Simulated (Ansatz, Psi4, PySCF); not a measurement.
C3H12ClNSi2, singlet, at a GFN2-xTB geometry, atoms displaced at random by about 0.08 Å a coordinate. Base run: R2SCAN/STO-3G, gradient run with PySCF.

Here is a job for PySCF.
```python
from pyscf import gto, scf, dft

mol = gto.Mole()
mol.atom = '''
    Si    1.40333323    0.28904746   -0.44298765
    Cl    3.20986944   -0.32556261    0.67030190
    N     0.09389842    0.06844479    0.46171792
    Si   -1.54311474   -0.07026094   -0.16211871
    C    -2.44902966   -0.25678275    1.54017351
    C    -1.86124053    1.58591529   -0.78672481
    C    -1.98647826   -1.51359396   -1.23053875
    H     1.54091278   -0.51859038   -1.61177612
    H     1.68484691    1.53822206   -0.82865194
    H     0.45954666   -0.23897940    1.33491921
    H    -2.34115605   -1.12974977    2.08591829
    H    -2.41271378    0.79363565    2.22347860
    H    -3.58587800   -0.04980400    1.23564997
    H    -2.97917329    1.73436842   -1.30810499
    H    -1.28531908    1.71279364   -1.95526749
    H    -1.59768483    2.54128894   -0.25701266
    H    -1.62355896   -2.51920103   -0.69005153
    H    -1.29934828   -1.48539285   -2.09153031
    H    -2.93810516   -1.57653991   -1.46766481
'''
mol.basis = 'sto-3g'
mol.verbose = 4
mol.build()

mf = dft.RKS(mol)
mf.xc = 'r2scan'
mf.kernel()
g = mf.nuc_grad_method()
grad = g.kernel()
```

Programs used: Ansatz (a program for electronic structure), Psi4, PySCF; a row that names a program was run with it.

The coordinate followed is y of atom 19.

Each row names what was changed in the base input (with any setting that the change needs).

| change | dE/dx (Eh/bohr) | net force (Eh/bohr) |
|---|---|---|
| base | 0.007676 | 0.004081 |
| conv_tol = 1e-4 | 0.007671 | 0.004086 |
| grids.level = 0; grid_response = on | 0.007999 | 0.000000 |
| grids.level = 5; grid_response = on | 0.007677 | 0.000000 |
| grids.level = 1; grid_response = off | 0.007672 | 0.007182 |
| grids.level = 5; grid_response = off | 0.007677 | 0.000372 |
| grids.level = 0; grid_response = off | 0.007630 | 0.026466 |
| code = ansatz | 0.007676 | 0.000000 |
| density fitting = on; auxbasis_response = off | 0.007672 | 0.002631 |
| grid_response = on | 0.007677 | 0.000000 |
| code = psi4 | 0.007676 | 0.001788 |
| finite difference step (bohr) = 1e-3; conv_tol = 1e-11 | 0.007677 | - |

The net force is zero for an exact gradient.
